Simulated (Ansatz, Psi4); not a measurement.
The Psi4 input:
```
memory 2 GB

molecule mol {
0 3
Si   -0.000000   -0.000000   -1.087058
Si    0.000000    0.000000    1.087058
}

set {
  basis aug-cc-pvdz
  reference uks
  scf_type pk
  puream true
  d_convergence 1e-8
  dft_radial_points 99
  dft_spherical_points 590
}

energy('pbe')
print_variables()
```

### Question
Give the equivalent Ansatz (an electronic-structure program) input.

### Answer
Several could match; the one computed here: 
Ansatz 0.2 input:
```yaml
crystal:
  periodic: [false, false, false]
  atoms:
    - {symbol: Si, position_ang: [-0.00000000, -0.00000000, -1.08705761]}
    - {symbol: Si, position_ang: [0.00000000, 0.00000000, 1.08705761]}
basis:
  gaussian:
    orbitals: aug-cc-pVDZ
hamiltonian:
  xc: pbe
magnetization: {spin_polarized: true, initial_magnetization: 2}
accuracy: high
```

Both were run: Psi4 gave -578.563135 Eh and Ansatz -578.563697 Eh, 0.562 mEh apart.
